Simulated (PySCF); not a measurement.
Gas-phase reaction: 2 GaCl3 + 6 H → Ga2H6 + 3 Cl2

Computed with PySCF and rigid-rotor harmonic-oscillator thermochemistry at 1 bar. † marks an energy on the PBE0/def2-TZVP geometry and frequencies; other levels use their own. 6-31G* has spherical d functions here. Open shells (unrestricted): H (multiplicity 2); the rest are closed-shell singlets. B3LYP is the form with VWN-RPA correlation. Ga: all electrons, no relativistic terms. Ga2H6: computed as isolated molecules; such fragments, hydroxides, amides, oligomers or adducts are transient or little studied in the gas.

```
level              ΔH°(298 K), kJ
-----------------  --------------
B3LYP/6-31G*                    …
B3LYP/def2-TZVP†             -282
HF/6-31G*                       …
M06-2X/def2-TZVP†            -166
r2SCAN/def2-TZVP†            -214
LDA/def2-TZVP†                  …
```

Problem. What belongs in the gaps?

Solution. 
- B3LYP/6-31G*, ΔH°(298 K), kJ: -238
- HF/6-31G*, ΔH°(298 K), kJ: 219
- LDA/def2-TZVP†, ΔH°(298 K), kJ: -406
